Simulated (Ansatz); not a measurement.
Ansatz (an electronic-structure program) input for (Z)-1-bromo-2-chloroethene (C2H2BrCl), SMILES Cl/C=C\Br, PBE0/def2-SVPD. Coordinates come from a B3LYP-D3(BJ)/def2-SVP optimisation.

Ansatz 0.2 input:
```yaml
crystal:
  periodic: [false, false, false]
  atoms:
    - {symbol: Cl, position_ang: [0.55664681, 2.10657785, 0.00000000]}
    - {symbol: C, position_ang: [-0.97713693, 1.31450968, 0.00000000]}
    - {symbol: C, position_ang: [-1.16397845, -0.00712980, 0.00000000]}
    - {symbol: Br, position_ang: [0.21112221, -1.29208919, 0.00000000]}
    - {symbol: H, position_ang: [-1.83389584, 1.99261031, 0.00000000]}
    - {symbol: H, position_ang: [-2.17168503, -0.42559133, 0.00000000]}
basis:
  gaussian:
    orbitals: def2-SVPD
hamiltonian:
  xc: {name: PBE0}
```

It prints:

```
Functional definition: PBE0
integrals: 0.07 GiB planned
1229 factors; their error is unknown
mean field: 0.57 GiB planned
mean field evaluation 1: about -84643.6100 eV, gradient 3.2e1 eV
mean field evaluation 2: about -84641.2543 eV, gradient 4.3e1 eV
mean field evaluation 4: about -84646.1870 eV, gradient 1.3e0 eV
mean field evaluation 8: about -84646.4067 eV, gradient 4.6e-2 eV
mean field evaluation 16: about -84646.4067 eV, gradient 1.9e-5 eV
mean field -84646.40671079 eV, -3110.6980712262 hartree, gradient 1.9e-5 eV, S^2 0.000000; 0 other end points of the search recorded, 0 dependent functions left out
reference -84646.40675042 eV, -3110.6980726827 hartree; 33, 33 occupied and 91, 91 virtual orbitals, 1229 factors
Total energy: -84646.40675042 eV, -3110.6980726827 hartree
```

The run converged.
